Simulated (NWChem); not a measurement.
System: CaClF; SMILES [F][Ca][Cl]

NWChem input:

```
start job
memory heap 200 mb stack 900 mb global 1100 mb
geometry units angstroms noautosym nocenter noautoz
  Ca     0.147823     0.472880     0.000000
  F     -0.652267     2.257017     0.000000
  Cl     0.009074    -1.988492     0.000000
end
basis spherical
  * library sadlej_pvtz
end
dft
  xc pbe0
  iterations 150
end
property
  response 1 0.0
end
task dft property
```

Excerpt of the output:

```
             Northwest Computational Chemistry Package (NWChem) 7.3.0
             --------------------------------------------------------

                             Geometry "geometry" -> ""
                             -------------------------

 Output coordinates in angstroms (scale by  1.889725989 to convert to a.u.)

  No.       Tag          Charge          X              Y              Z
 ---- ---------------- ---------- -------------- -------------- --------------
    1 Ca                  20.0000     0.14782300     0.47288000     0.00000000
    2 F                    9.0000    -0.65226700     2.25701700     0.00000000
    3 Cl                  17.0000     0.00907400    -1.98849200     0.00000000

 Effective nuclear repulsion energy (a.u.)     140.5391174922

                              NWChem Property Module
                              ----------------------

                                 NWChem DFT Module
                                 -----------------

 Summary of "ao basis" -> "ao basis" (spherical)
 ------------------------------------------------------------------------------
       Tag                 Description            Shells   Functions and Types
 ---------------- ------------------------------  ------  ---------------------
 Ca                       sadlej pvtz               18       40   9s7p2d
 F                        sadlej pvtz               10       24   5s3p2d
 Cl                       sadlej pvtz               14       32   7s5p2d

            General Information
            -------------------
          SCF calculation type: DFT
          Wavefunction type:  closed shell.
          No. of atoms     :     3
          No. of electrons :    46
           Alpha electrons :    23
            Beta electrons :    23
          Charge           :     0
          Spin multiplicity:     1
          Use of symmetry is: off; symmetry adaption is: off
          Maximum number of iterations: 150
          AO basis - number of functions:    96
                     number of shells:    42
          Convergence on energy requested:  1.00D-06
          Convergence on density requested:  1.00D-05
          Convergence on gradient requested:  5.00D-04

              XC Information
              --------------
                         PBE0 Method XC Functional
                     Hartree-Fock (Exact) Exchange  0.250
          PerdewBurkeErnzerhof Exchange Functional  0.750
            Perdew 1991 LDA Correlation Functional  1.000 local
           PerdewBurkeErnz. Correlation Functional  1.000 non-local

             Grid Information
             ----------------
          Grid used for XC integration:  medium
          Radial quadrature: Mura-Knowles
          Angular quadrature: Lebedev.
          Tag              B.-S. Rad. Rad. Pts. Rad. Cut. Ang. Pts.
          ---              ---------- --------- --------- ---------
          Ca                  1.80      112          21.0       590
          F                   0.50       49          14.0       434
          Cl                  1.00       88          16.0       590
          Grid pruning is: on
          Number of quadrature shells:   249
          Spatial weights used:  Erf1

      Superposition of Atomic Density Guess
      -------------------------------------

 Sum of atomic energies:       -1235.63806710

      Non-variational initial energy
      ------------------------------

 Total energy =   -1235.581177
 1-e energy   =   -1980.373670
 2-e energy   =     604.253376
 HOMO         =      -0.467662
 LUMO         =      -0.124661

   convergence    iter        energy       DeltaE   RMS-Dens  Diis-err
 ---------------- ----- ----------------- --------- --------- ---------
 d= 0,ls=0.0,diis     1  -1237.2961124619 -1.38D+03  1.40D-02  1.75D+00
 d= 0,ls=0.0,diis     2  -1237.0773621183  2.19D-01  9.35D-03  3.72D+00
 d= 0,ls=0.0,diis     3  -1237.3997169537 -3.22D-01  1.88D-03  1.08D-01
 d= 0,ls=0.0,diis     4  -1237.4080568680 -8.34D-03  7.06D-04  1.10D-02
 d= 0,ls=0.0,diis     5  -1237.4093639180 -1.31D-03  8.97D-05  9.64D-05
  Resetting Diis
 d= 0,ls=0.0,diis     6  -1237.4093763579 -1.24D-05  1.22D-05  2.18D-06
 d= 0,ls=0.0,diis     7  -1237.4093766000 -2.42D-07  4.93D-06  1.37D-07

         Total DFT energy =    -1237.409376599984
      One electron energy =    -1985.240105096348
           Coulomb energy =      681.873462089397
    Exchange-Corr. energy =      -74.581851085212
 Nuclear repulsion energy =      140.539117492179

 Numeric. integr. density =       46.000002793068

                       DFT Final Molecular Orbital Analysis
                       ------------------------------------

 Vector   21  Occ=2.000000D+00  E=-3.099169D-01
              MO Center= -4.4D-02, -1.6D+00, -2.9D-09, r^2= 2.6D+00
   Bfn.  Coefficient  Atom+Function         Bfn.  Coefficient  Atom+Function
  ----- ------------  ---------------      ----- ------------  ---------------
    79      0.475441  3 Cl py                82      0.357549  3 Cl py
    76      0.274707  3 Cl py                73     -0.258114  3 Cl py
    14      0.178931  1 Ca py                47      0.162080  2 F  py
    46     -0.145389  2 F  px                71      0.083678  3 Cl s
    50      0.082984  2 F  py                49     -0.074825  2 F  px

 Vector   22  Occ=2.000000D+00  E=-2.943357D-01
              MO Center=  1.5D-02, -1.9D+00,  2.7D-09, r^2= 1.4D+00
   Bfn.  Coefficient  Atom+Function         Bfn.  Coefficient  Atom+Function
  ----- ------------  ---------------      ----- ------------  ---------------
    80      0.485942  3 Cl pz                83      0.359840  3 Cl pz
    77      0.289414  3 Cl pz                74     -0.267907  3 Cl pz
    86      0.060949  3 Cl pz                32     -0.051815  1 Ca d -1
    15     -0.051511  1 Ca pz                93      0.050683  3 Cl d -1
    21      0.034551  1 Ca pz                48      0.033139  2 F  pz

 Vector   23  Occ=2.000000D+00  E=-2.938353D-01
              MO Center=  1.8D-02, -1.9D+00, -2.1D-09, r^2= 1.5D+00
   Bfn.  Coefficient  Atom+Function         Bfn.  Coefficient  Atom+Function
  ----- ------------  ---------------      ----- ------------  ---------------
    78      0.485995  3 Cl px                81      0.358346  3 Cl px
    75      0.289155  3 Cl px                72     -0.267693  3 Cl px
    84      0.056591  3 Cl px                47      0.056099  2 F  py
    13     -0.054375  1 Ca px                92      0.047440  3 Cl d -2
    31     -0.045597  1 Ca d -2              19      0.037675  1 Ca px

 Vector   24  Occ=0.000000D+00  E=-7.006927D-02
              MO Center=  9.6D-01,  6.1D-01, -2.2D-08, r^2= 6.1D+00
   Bfn.  Coefficient  Atom+Function         Bfn.  Coefficient  Atom+Function
  ----- ------------  ---------------      ----- ------------  ---------------
     7      0.892200  1 Ca s                  8      0.513122  1 Ca s
     6     -0.317192  1 Ca s                 71     -0.237586  3 Cl s
    45     -0.196750  2 F  s                 22      0.181217  1 Ca px
     5     -0.163181  1 Ca s                 82     -0.159002  3 Cl py
    35      0.108384  1 Ca d  2               4      0.103722  1 Ca s

 Vector   25  Occ=0.000000D+00  E=-8.448418D-03
              MO Center=  8.2D-01,  5.8D-01,  1.4D-08, r^2= 1.8D+01
   Bfn.  Coefficient  Atom+Function         Bfn.  Coefficient  Atom+Function
  ----- ------------  ---------------      ----- ------------  ---------------
    24      0.535631  1 Ca pz                27      0.368794  1 Ca pz
    30      0.265242  1 Ca pz                39     -0.189637  1 Ca d  1
    21      0.177425  1 Ca pz                15     -0.135134  1 Ca pz
    86     -0.116322  3 Cl pz                83     -0.094082  3 Cl pz
    80     -0.082740  3 Cl pz                54     -0.080219  2 F  pz

 Vector   26  Occ=0.000000D+00  E=-2.611658D-03
              MO Center=  3.7D-01,  4.7D-01, -6.5D-09, r^2= 2.4D+01
   Bfn.  Coefficient  Atom+Function         Bfn.  Coefficient  Atom+Function
  ----- ------------  ---------------      ----- ------------  ---------------
    22      0.434970  1 Ca px                28      0.414265  1 Ca px
    25      0.299397  1 Ca px                 8     -0.275639  1 Ca s
     7     -0.216858  1 Ca s                 38     -0.186104  1 Ca d  0
    71      0.161202  3 Cl s                 19      0.134601  1 Ca px
    23      0.113963  1 Ca py                40      0.113261  1 Ca d  2

     Multipole analysis of the density
     ---------------------------------

     L   x y z        total         alpha         beta         nuclear
     -   - - -        -----         -----         ----         -------
     0   0 0 0     -0.000000    -23.000000    -23.000000     46.000000

     1   1 0 0      1.274999      3.245024      3.245024     -5.215048
     1   0 1 0      0.754953      4.188686      4.188686     -7.622420
     1   0 0 1      0.000000      0.000000      0.000000      0.000000

     2   2 0 0    -23.199864    -19.219695    -19.219695     15.239527
     2   1 1 0      4.486845     23.952439     23.952439    -43.418033
     2   1 0 1      0.000000      0.000000      0.000000      0.000000
     2   0 2 0    -41.314623   -230.527241   -230.527241    419.739860
     2   0 1 1     -0.000000     -0.000000     -0.000000      0.000000
     2   0 0 2    -22.295922    -11.147961    -11.147961      0.000000

 *** CALLING NEW AORESP DRIVER FOR CLOSED AND OPEN SHELLS ***
 Entering AOResponse driver routine

--------------------------------------------------------------------------------

          -----------------------------------------------
          Solving response equations for perturbing field
          -----------------------------------------------

 number of frequencies:     1
 frequency in a.u.:  0.0000000E+00
 Perturbing field: electric
 Using El. Dipole Length Gauge

 Setting up CPKS with frequency omega =      0.00000000 a.u.

 STATIC response

                                NWChem CPHF Module
                                ------------------

  scftype          =     RHF
  nclosed          =       23
  nopen            =        0
  variables        =     1679
  # of vectors     =        3
  tolerance        = 0.10D-03
  level shift      = 0.00D+00
  max iterations   =       50
  max subspace     =       30

 SCF residual:    6.0592196470775372E-004

Iterative solution of linear equations
  No. of variables     1679
  No. of equations        3
  Maximum subspace       30
        Iterations       50
       Convergence  1.0D-04

   iter   nsub   residual    time
   ----  ------  --------  ---------
     1      3    2.58D+00      67.6
     2      6    1.40D+00      97.3
     3      9    6.42D-01     120.7
     4     12    4.25D-02     152.4
     5     15    1.14D-02     182.3
     6     18    1.18D-03     211.2
     7     21    5.37D-04     237.1
     8     24    2.93D-05     253.9

 Electric Dipole Response Matrix (nonzero elements):

              1        2        3
    1   34.7970  -0.7408   0.0000
    2   -0.7408  43.6272  -0.0000
    3    0.0000  -0.0000  34.5085

 ------------------------------------------
 average:        37.64423 + I       0.00000

 DFT Linear Response polarizability / au
 Frequency  =       0.0000000 / au
              X              Y              Z
 -----------------------------------------------
 X      34.7970029     -0.7407598      0.0000000
 Y      -0.7407555     43.6271893     -0.0000001
 Z       0.0000000     -0.0000001     34.5085121
 -----------------------------------------------
 Eigenvalues =      34.7352922     43.6889000     34.5085121
 Isotropic   =      37.6442348
 Anisotropic =       9.0691247
 -----------------------------------------------

 Magnetic Dipole Response Matrix (nonzero elements):

 Exiting AOResponse driver routine
```

Level: PBE0/Sadlej pVTZ. Structure relaxed at the PBE0/def2-SVP level.
